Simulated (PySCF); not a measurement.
Solvent effects on NMR parameters

Numbering as in the mapped SMILES `[cH:1]1[cH:2][cH:3][c:4](-[c:5]2[cH:6][cH:7][cH:8][n:9][cH:10]2)[cH:11][cH:12]1`. Hydrogens are named by the atom that carries them.

GIAO PBE0/pcSseg-1 in PySCF 2.14 on one PBE0-D3(BJ)/def2-SVP conformer, non-relativistic, equivalent nuclei averaged. Solvents enter as an IEF-PCM continuum (chloroform with ε = 4.7, acetone with ε = 20.5) around the gas-phase geometry. Shifts are referred to TMS computed in the same medium.

Gas phase, δ in ppm: C10 154.6, C8 154.5, C4 144.4, C5 141.7, C6 139.5, C2/C12 134.6, C1 133.5, C3/C11 133.1, C7 128.2, H(C10) 8.96, H(C8) 8.79, H(C6) 7.82, H(C3)/H(C11) 7.65, H(C2)/H(C12) 7.62. Dipole moment 2.35 D.

**Question.** How does each δ change in the continuum?

**Answer.** 
```csv
atoms,environment,"Δδ, chloroform","Δδ, acetone"
C10,aromatic CH next to a ring nitrogen,+0.7,+0.8
C8,aromatic CH next to a ring nitrogen,+0.9,+1.2
C4,substituted aromatic carbon,+0.3,+0.4
C5,substituted aromatic carbon,+1.4,+1.8
C6,aromatic CH,+2.6,+3.6
C2/C12,aromatic CH,+1.1,+1.5
C1,aromatic CH,+1.4,+2.0
C3/C11,aromatic CH,+1.2,+1.6
C7,aromatic CH,+2.0,+2.8
H(C10),hydrogen on an aromatic CH next to a ring nitrogen,+0.01,+0.01
H(C8),hydrogen on an aromatic CH next to a ring nitrogen,+0.02,+0.03
H(C6),hydrogen on an aromatic CH,+0.28,+0.39
H(C3)/H(C11),hydrogen on an aromatic CH,+0.16,+0.23
H(C2)/H(C12),hydrogen on an aromatic CH,+0.17,+0.23
```

Changes are relative to the gas phase. The dipole moment becomes 2.95 D in chloroform, 3.17 D in acetone.

**Question.** Which nuclei move most (in ppm), and what does the model miss?

**Answer.** C6 (aromatic CH, +3.6 ppm) in acetone. A continuum only polarises the solute; specific hydrogen bonds, the anisotropy of aromatic solvents and changes of geometry or conformer are outside it.
